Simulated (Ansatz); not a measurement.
Mulliken charges of Cl₂H₂O₃W (`[O]=[W]([OH])([OH])([Cl])[Cl]`) from ωB97M-V/def2-TZVPP in Ansatz (PBE0-D4/def2-TZVP geometry).

```json
{"atom": "O1", "x (Å)": "-1.469", "y (Å)": "1.373", "z (Å)": "-0.064", "charge (e)": "-0.289"}
{"atom": "W2", "x (Å)": "-0.138", "y (Å)": "0.364", "z (Å)": "0.091", "charge (e)": "1.041"}
{"atom": "O3", "x (Å)": "-0.624", "y (Å)": "-0.621", "z (Å)": "1.603", "charge (e)": "-0.316"}
{"atom": "O4", "x (Å)": "0.723", "y (Å)": "0.673", "z (Å)": "-1.540", "charge (e)": "-0.316"}
{"atom": "Cl5", "x (Å)": "1.453", "y (Å)": "1.515", "z (Å)": "1.247", "charge (e)": "-0.197"}
{"atom": "Cl6", "x (Å)": "-0.479", "y (Å)": "-1.757", "z (Å)": "-0.929", "charge (e)": "-0.328"}
{"atom": "H7", "x (Å)": "-0.562", "y (Å)": "-1.570", "z (Å)": "1.731", "charge (e)": "0.203"}
{"atom": "H8", "x (Å)": "1.097", "y (Å)": "0.023", "z (Å)": "-2.139", "charge (e)": "0.203"}
```

Q: By hand: the dipole of these point charges (1 e Å = 4.8032 D).

A: Σ q r = (0.229, -0.071, 0.070) e Å, of length 0.250 e Å = 1.20 D.

Q: How does the dipole of the full density compare? (An estimate is asked.)

A: The calculation gave: (0.350, -0.378, -0.006) e Å, 2.47 D; the point charges give 0.49 times that, at 34° from its direction.

Point charges leave out the atoms' own dipoles, such as those of lone pairs, and Mulliken's split depends on the basis, so the two needn't agree.
